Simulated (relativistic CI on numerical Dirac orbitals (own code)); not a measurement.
**Pm2+: computed level list**

Method of calculation: Dirac-Coulomb-Breit CI, KLI orbitals optimised for each configuration, model QED (radiative potential, 1s self-energy scaled to tabulated hydrogen-like ionisation energies), valence Slater integrals scaled by 0.85, P86 correlation energy added to each configuration (own radial code, finite nucleus).

Configuration list (outside the closed core [Xe]): 4f⁵, 4f⁴5d, 4f⁴6s, 4f⁴6p, 4f³6s², 4f⁴7s, 4f⁴7p. Levels of other configurations are missing.

The lowest level is 4f⁵ ⁶H°5/2, with 97 % of that term; Hund's rules for 4f⁵ give ⁶H° with J = 5/2, in agreement.

```tsv
No.	Configuration	Term	J	E (cm⁻¹)	%	Next component (%)
1	4f⁵	⁶H°	5/2	0.0	97	3 ⁴G°
2	4f⁵	⁶H°	7/2	789.9	98	2 ⁴G°
3	4f⁵	⁶H°	9/2	1725.2	98	1 ⁴G°
4	4f⁴(5I)5d	⁶L	11/2	2710.5	96	3 ⁴K
5	4f⁵	⁶H°	11/2	2768.3	98	1 ⁴I°
6	4f⁵	⁶H°	13/2	3888.1	98	2 ⁴I°
7	4f⁴(5I)5d	⁶L	13/2	4105.2	98	2 ⁴K
8	4f⁵	⁶H°	15/2	5057.4	96	4 ⁴I°
9	4f⁴(5I)5d	⁶K	9/2	5060.2	95	5 ⁴I
10	4f⁴(5I)5d	⁶L	15/2	5627.6	98	1 ⁴K
11	4f⁵	⁶F°	1/2	5764.9	97	3 ⁴D°
12	4f⁵	⁶F°	3/2	5966.6	96	2 ⁴D°
13	4f⁴(5I)5d	⁶K	11/2	6286.2	97	3 ⁴I
14	4f⁵	⁶F°	5/2	6370.7	95	3 ⁴F°
15	4f⁵	⁶F°	7/2	7055.9	95	3 ⁴F°
16	4f⁴(5I)5d	⁶L	17/2	7253.2	98	1 ⁴M
17	4f⁴(5I)5d	⁶K	13/2	7624.6	97	1 ⁴I
18	4f⁴(5I)5d	⁶I	7/2	7909.0	88	11 ⁴H
19	4f⁵	⁶F°	9/2	7995.5	97	2 ⁴F°
20	4f⁴(5I)5d	⁶L	19/2	8962.6	98	2 ⁴M
21	4f⁴(5I)5d	⁶I	9/2	9025.8	93	6 ⁴H
22	4f⁴(5I)5d	⁶K	15/2	9047.2	96	2 ⁴L
23	4f⁵	⁶F°	11/2	9119.7	98	2 ⁴G°
24	4f⁴(5I)5d	⁶G	3/2	9461.0	97	3 ⁴F
25	4f⁴(5I)5d	⁶G	5/2	9710.7	80	16 ⁴G
26	4f⁴(5I)5d	⁶I	11/2	10224.3	95	2 ⁴H
27	4f⁴(5I)5d	⁶G	7/2	10326.6	68	15 ⁴G
28	4f⁴(5I)5d	⁶K	17/2	10529.4	94	5 ⁴L
29	4f⁴(5I)5d	⁶L	21/2	10744.4	97	3 ⁴M
30	4f⁴(5I)5d	⁶G	9/2	11226.4	59	21 ⁴H
31	4f⁴(5I)5d	⁶H	5/2	11326.3	65	26 ⁴G
32	4f⁴(5I)5d	⁶I	13/2	11482.6	94	3 ⁴K
33	4f⁴(5I)5d	⁴H	7/2	11573.8	59	17 ⁶H
34	4f⁴(5I)5d	⁶K	19/2	12047.9	91	8 ⁴L
35	4f⁴(5I)5d	⁶G	11/2	12534.7	63	21 ⁴H
36	4f⁴(5I)5d	⁶H	7/2	12618.0	68	15 ⁴G
37	4f⁴(5I)5d	⁴H	9/2	12636.9	39	30 ⁶G
38	4f⁴(5I)5d	⁶I	15/2	12797.8	92	6 ⁴K
39	4f⁴(5I)5d	⁴L	13/2	12804.2	95	3 ²K
40	4f⁴(5I)5d	⁴G	5/2	12959.7	58	31 ⁶H
41	4f⁴(5I)5d	⁶H	9/2	13932.5	71	12 ⁴H
42	4f⁴(5I)5d	⁶G	11/2	14052.2	27	26 ⁴H
43	4f⁴(5I)5d	⁶I	17/2	14152.2	89	10 ⁴K
44	4f⁴(5I)5d	⁶G	13/2	14189.2	77	16 ⁴H
45	4f⁴(5I)5d	⁴L	15/2	14469.4	93	2 ⁴M
46	4f⁴(5I)5d	⁴K	11/2	14670.3	77	13 ⁶H
47	4f⁴(5I)5d	⁴G	7/2	14804.4	70	12 ⁶H
48	4f⁵	⁴G°	5/2	15078.4	49	38 ⁴F°
49	4f⁵	⁴F°	3/2	15432.8	96	2 ⁶F°
50	4f⁴(5I)5d	⁶H	11/2	15439.8	54	24 ⁴H
51	4f⁴(5I)5d	⁴I	9/2	15594.5	74	11 ⁴H
52	4f⁴(5I)5d	⁶H	13/2	15735.0	53	16 ⁴H
53	4f⁴(5I)5d	⁴L	17/2	16210.4	90	4 ⁶K
54	4f⁵	⁴M°	15/2	16220.0	82	8 ²L°
55	4f⁴(5I)5d	⁴K	13/2	16370.3	79	12 ⁶H
56	4f⁵	⁴G°	7/2	16644.1	58	34 ⁴F°
57	4f⁴(5I)5d	⁴G	9/2	16762.7	73	12 ⁴H
58	4f⁵	⁴I°	9/2	16783.6	96	3 ²H°
59	4f⁵	⁴I°	11/2	17200.2	76	22 ⁴K°
60	4f⁴(5I)5d	⁴H	13/2	17215.3	45	27 ⁶H
61	4f⁴(5I)5d	⁴I	11/2	17380.5	68	17 ⁴H
62	4f⁴(5I)5d	⁶H	15/2	17412.7	92	7 ⁴I
63	4f⁵	⁴M°	17/2	17528.6	90	6 ⁴L°
64	4f⁵	⁴I°	13/2	17655.4	59	27 ⁴K°
65	4f⁴(5I)5d	⁴L	19/2	18018.8	85	7 ⁶K
66	4f⁴(5I)5d	⁴K	15/2	18116.3	85	5 ⁶I
67	4f⁵	⁴F°	5/2	18263.3	53	42 ⁴G°
68	4f⁴(5F)5d	⁶H	5/2	18343.3	91	8 ⁴G
69	4f⁵	⁴I°	15/2	18550.8	59	18 ⁴K°
70	4f⁴(5I)5d	⁴G	11/2	18638.7	81	9 ⁴H
```

Energies count from the lowest computed level; ° marks odd parity. Percentages are summed over parent terms; the parents shown are those of the largest component, closed shells are left out there.

The mean weight of the leading LS term, summed over parents, in these 70 levels is 82 %, and that of the leading jj configuration (from the same eigenvectors) 39 %, so LS coupling describes them better.

Correlation outside the listed configurations is missing or only estimated: errors of thousands of cm⁻¹ between configurations and terms are usual at this charge. Rates and lifetimes follow the computed energies and can be off by large factors. The fine structure of a lone outer electron comes out too small, for d and f at times inverted, and misplaced configurations move strength between like terms.

Landé's interval rule says that E(J) − E(J−1) = AJ with one A. For the ground term the intervals give A = 225.7, 207.8, 189.7, 172.3, 155.9 cm⁻¹ for J = 7/2, 9/2, 11/2, 13/2, 15/2; the multiplet is regular.

LS names give the leading component of a level, which can be under half, so a name can repeat, a term be missing and a line seem to break the LS rules.
